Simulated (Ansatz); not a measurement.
Reaction (ligand exchange at the Si–C bond): `N[SiH2]CCl` + `[OH][GeH3]` → `N[SiH2][O][GeH3]` + `CCl`

Program: Ansatz. Geometries: PBE0-D4/def2-TZVP. ΔE: electronic, gas phase. CBS: MP2 limit from def2 TZ/QZ plus the TZ coupled-cluster correction, frozen cores. This one scheme is used for every species. DFT in def2-TZVPP. For Ge outer-core shells are correlated without core-valence functions, which leaves a few kJ/mol of doubt a bond. Scalar relativity is left out up to krypton. Each species was taken in one conformer, which may not be the lowest.

**Question.** Is it downhill or uphill in electronic energy at CCSD(T)/CBS, and by how much? (Estimate.)

**Answer.** Ansatz gave: Downhill: ΔE = -125.8 kJ/mol.

**Question.** What do these levels give: PBE-D4, r2SCAN-D4, B2PLYP, PBE, PBE0, HF/def2-TZVPP, CCSD/def2-TZVPP, CCSD(T)/def2-TZVPP, MP2/def2-QZVPP, SCS-MP2/def2-QZVPP, MP2/CBS(def2), CCSD/CBS(def2)? (Estimate.)

**Answer.** The calculation gave: PBE-D4 -112.2, r2SCAN-D4 -124.3, B2PLYP -129.9, PBE -113.3, PBE0 -118.8, HF/def2-TZVPP -146.2, CCSD/def2-TZVPP -129.9, CCSD(T)/def2-TZVPP -127.4, MP2/def2-QZVPP -127.7, SCS-MP2/def2-QZVPP -131.2, MP2/CBS(def2) -126.5, CCSD/CBS(def2) -128.3 kJ/mol.

Largest T1 diagnostic among the species: 0.012.

In def2-TZVPP, CCSD(T) changes the Hartree–Fock value by +18.8 kJ/mol (the triples alone add +2.6 kJ/mol) and MP2 by +18.1 kJ/mol. From PBE to PBE0 (25 % exact exchange), in def2-TZVPP and without D4, ΔE moves by −5.5 kJ/mol.
